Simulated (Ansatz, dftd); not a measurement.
Species: BH2Se2, charge 0, doublet. BH2Se2 (SMILES [Se]B[SeH], doublet).
B3LYP-D3(BJ)/def2-TZVP minimum from Ansatz (an electronic-structure program):
```
B
H 1 1.1891
Se 1 1.8936 2 117.20
Se 1 1.9410 2 119.06 3 -180.00
H 4 1.4716 1 95.09 2 0.00
```
Charge 0, spin multiplicity 2.

Quantity: atomisation energy (electronic, to ground-state atoms), in kcal/mol. UHF or UKS for unpaired electrons; spin-orbit terms are left out. Correlated methods leave the cores frozen (noble-gas shells, and filled d and f shells in the p block). No relativity. CBS(X,Y): correlation extrapolated as X^-3, Hartree-Fock from the larger set. A bracket is a step between two methods taken in the basis named. Double hybrids freeze cores in their MP2 part. Where a partner has so few electrons that a lower coupled-cluster level is exact, that level stands in.

```
level                               program  atomisation energy (kcal/mol)
---------------------------  --------------  -----------------------------
CAM-B3LYP-D4/def2-TZVPD      Ansatz + dftd4                          340.0
B2GP-PLYP-D3(BJ)/def2-TZVPD  Ansatz + dftd3                          336.2
CCSD/CBS(cc-pVTZ,cc-pVQZ)            Ansatz                          328.6
CCSD(T)/cc-pVDZ                      Ansatz                          309.7
```

Question: What does CCSD(T)/CBS(cc-pVTZ,cc-pVQZ) + [CCSDT(Q) - CCSD(T)]/cc-pVDZ (Ansatz) give?

Answer: 337.0 kcal/mol; the difference of CCSD(T)/cc-pVDZ is -27.3 kcal/mol.
